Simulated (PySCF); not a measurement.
Orbital picture of GaI

PBE0 at R = 2.601 Å; PySCF, scalar-relativistic core potentials, basis sets Ga cc-pVTZ-PP with ECP10, I cc-pVTZ-PP with ECP28. State: ³Π (triplet), unpaired electrons σ ↑, π ↑, a second solution, started from another occupation. Only the outer orbitals are listed, counted within each symmetry, core potentials removing the inner ones.

```json
{"spin": "α", "orbital": "7σ", "occ.": "1", "ε (eV)": "-19.72", "on Ga (%)": "4", "main shells (%)": "95 I s"}
{"spin": "α", "orbital": "8σ", "occ.": "1", "ε (eV)": "-11.93", "on Ga (%)": "67", "main shells (%)": "66 Ga s, 30 I p"}
{"spin": "α", "orbital": "9σ", "occ.": "1", "ε (eV)": "-8.30", "on Ga (%)": "48", "main shells (%)": "52 I p, 28 Ga s, 20 Ga p"}
{"spin": "α", "orbital": "5π", "occ.": "1", "ε (eV)": "-8.24", "on Ga (%)": "7", "main shells (%)": "93 I p"}
{"spin": "α", "orbital": "5π", "occ.": "1", "ε (eV)": "-8.22", "on Ga (%)": "5", "main shells (%)": "95 I p"}
{"spin": "α", "orbital": "6π", "occ.": "1", "ε (eV)": "-4.09", "on Ga (%)": "93", "main shells (%)": "93 Ga p"}
{"spin": "α", "orbital": "6π", "occ.": "0", "ε (eV)": "-2.28", "on Ga (%)": "95", "main shells (%)": "94 Ga p"}
{"spin": "α", "orbital": "10σ", "occ.": "0", "ε (eV)": "-0.58", "on Ga (%)": "95", "main shells (%)": "92 Ga p, 10 I p"}
{"spin": "β", "orbital": "7σ", "occ.": "1", "ε (eV)": "-19.17", "on Ga (%)": "4", "main shells (%)": "96 I s"}
{"spin": "β", "orbital": "8σ", "occ.": "1", "ε (eV)": "-10.51", "on Ga (%)": "58", "main shells (%)": "54 Ga s, 38 I p"}
{"spin": "β", "orbital": "5π", "occ.": "1", "ε (eV)": "-8.06", "on Ga (%)": "4", "main shells (%)": "96 I p"}
{"spin": "β", "orbital": "5π", "occ.": "1", "ε (eV)": "-7.90", "on Ga (%)": "3", "main shells (%)": "96 I p"}
{"spin": "β", "orbital": "9σ", "occ.": "0", "ε (eV)": "-5.22", "on Ga (%)": "57", "main shells (%)": "44 Ga s, 43 I p, 13 Ga p"}
{"spin": "β", "orbital": "6π", "occ.": "0", "ε (eV)": "-1.47", "on Ga (%)": "94", "main shells (%)": "95 Ga p"}
{"spin": "β", "orbital": "6π", "occ.": "0", "ε (eV)": "-0.83", "on Ga (%)": "95", "main shells (%)": "95 Ga p"}
```

Question: Which are the highest filled and the lowest empty level, where do they sit, and how wide is the gap?

Answer: Highest filled α 6π at -4.09 eV (in %: 93 Ga p); lowest empty β 9σ at -5.22 eV (in %: 44 Ga s, 43 I p, 13 Ga p); the gap at PBE0 is -1.13 eV.

The bond order (Mayer) is 1.05. The ⟨S²⟩ is 2.007, the charge on Ga (Mulliken, basis-dependent) is 0.08 and the charge on Ga (Löwdin, basis-dependent) is -0.17. The dipole moment (positive dipole means Ga(−)I(+)) is -0.82 D.

Spin–orbit coupling is left out. Counting both spins, an empty level lies below a filled one in this solution, because spin and occupation are held.
